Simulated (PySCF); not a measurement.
B3LYP has the VWN-RPA correlation part, as in Gaussian. 

Species: [Zn(F)2] (charge 0, multiplicity 1).

**Question.** What is the computed HOMO, HOMO–LUMO gap and dipole moment (B3LYP-D3(BJ)/def2-TZVP // TPSS-D3(BJ)/def2-SVP (PySCF))?

**Answer.** 
The HOMO is -10.29 eV and the HOMO–LUMO gap is 7.89 eV. The dipole moment is 0.000 e·Å.
